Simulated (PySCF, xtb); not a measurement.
SrF, SMILES [Sr+][F], charge +1.

GFN2-xTB (xtb) at its own geometry gives an orbital gap of 1.28 eV.

Geometry optimised at B3LYP-D3(BJ)/def2-TZVPD. The spin state was assumed, not searched. The def2 effective core potentials stand for the cores of Sr; spin–orbit coupling is left out.

**Question.** What does PySCF with HF/def2-TZVPD give? (An estimate is asked for; the answer gives what the named calculation found.)

**Answer.** gap 14.09 eV (levels -19.03 and -4.94 eV).
